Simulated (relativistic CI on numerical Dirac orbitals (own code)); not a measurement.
# Main line and satellite in the 2p photoemission of Ni⁺: a two-state model

Problem. An octahedral Ni⁺ site (d9) has Δ = 4.5, V(eg) = 2.6, 10Dq = 0.65, 10Dq(ligand) = 0.3 and a core-hole attraction U_cd = 10.6 eV; the hopping is scaled by 0.9 in the final state. Δ is defined between configuration averages. Find the d count, the distance of the satellite and its intensity.

Working.
1. The hole has eg symmetry. Its energy is −0.6 × 10Dq in d9 and Δ − 0.6 × 10Dq(ligand) in d10L, so the gap is Δ' = 4.71 eV.
2. Ground state cos θ |d9⟩ − sin θ |d10L⟩ with tan 2θ = 2V/Δ', θ = 23.9°: weights 0.836 and 0.164, n_d = 9.164.
3. The core hole pulls d10L down by U_cd: the gap becomes Δ' − U_cd = -5.89 eV, the hopping is V' = 2.34 eV, and tan 2θ' = 2V'/(Δ' − U_cd) gives θ' = 70.8°.
4. The two final states lie W = √[(Δ' − U_cd)² + 4V'²] = 7.52 eV apart. The lower, mostly d10L, is the main line.
5. In the sudden approximation the intensities are cos²(θ' − θ) and sin²(θ' − θ), so satellite/main = tan²(46.8°) = 1.14.

Check. The full cluster calculation (with spin-orbit coupling and 2p-3d multiplets, which spread the d9 satellite) gives n_d = 9.164; in its broadened 2p3/2 spectrum, cut halfway, the centroids lie 7.55 eV apart with an area ratio of 1.12.
